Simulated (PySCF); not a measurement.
Species: C₅H₆N₂.
Geometry (GFN2-xTB, Å), atoms numbered from 1 in this order:
```
atom  x, y, z in Å
N1     2.2873   -0.1104    0.1728
C2     0.9253   -0.1115    0.0621
C3     0.2069    1.0799   -0.1184
C4    -1.1684    1.0164   -0.1503
C5    -1.7953   -0.2167   -0.0038
C6    -0.9959   -1.3320    0.1643
N7     0.3257   -1.2927    0.1932
H8     2.7281   -1.0134    0.1248
H9     2.7978    0.6695   -0.2030
H10    0.7326    2.0169   -0.2268
H11   -1.7524    1.9153   -0.2889
H12   -2.8700   -0.3020   -0.0235
H13   -1.4261   -2.3189    0.2798
```

Method: TDDFT wB97X-D/def2-SVPD, vertical, gas phase, core orbitals frozen in the response in PySCF 2.14.0, density-fitted response routines.

Ground-to-excited transition dipoles (e·a0, same axes as the geometry; the sign carries no meaning), for the states with f of 0.002 or more among the lowest 8:

| state | E (eV) | μx | μy | μz |
| --- | --- | --- | --- | --- |
| S1 | 4.900 | -0.401 | -0.653 | 0.070 |
| S2 | 5.382 | 0.009 | -0.006 | -0.164 |
| S3 | 5.886 | 1.192 | -0.274 | 0.101 |
| S5 | 6.365 | -0.092 | -0.001 | -0.182 |
| S7 | 7.272 | 1.515 | -0.347 | 0.118 |
| S8 | 7.345 | 0.633 | 0.548 | -0.233 |

Task: What oscillator strength does each state have?

Result: f = (2/3) ΔE |μ|² with ΔE in hartree (27.2114 eV).

```tsv
state	|μ|² (au)	|μ| (D)	f
S1	0.592	1.96	0.071
S2	0.027	0.42	0.004
S3	1.505	3.12	0.217
S5	0.042	0.52	0.007
S7	2.431	3.96	0.433
S8	0.756	2.21	0.136
```

Task: What angle do the transition dipoles of S1 and S7 make?

Result: |cos θ| = |μa·μb| / (|μa| |μb|) = 0.31, so θ ≈ 72° (taken between 0 and 90°, since the signs are arbitrary).

Task: How is the summed strength of these states shared among x, y and z?

Result: (2/3) Σ ΔE μα² gives 0.707 for x, 0.138 for y and 0.023 for z, 0.867 in all.

Task: What peak molar absorption coefficient would the strongest computed level give as a lone Gaussian band 0.5 eV wide at half height?

Result: ε(max) = 2.175×10⁸ f / FWHM, with the width in cm⁻¹. S7: 2.175×10⁸ × 0.4331 / 4033 ≈ 23000 L mol⁻¹ cm⁻¹.
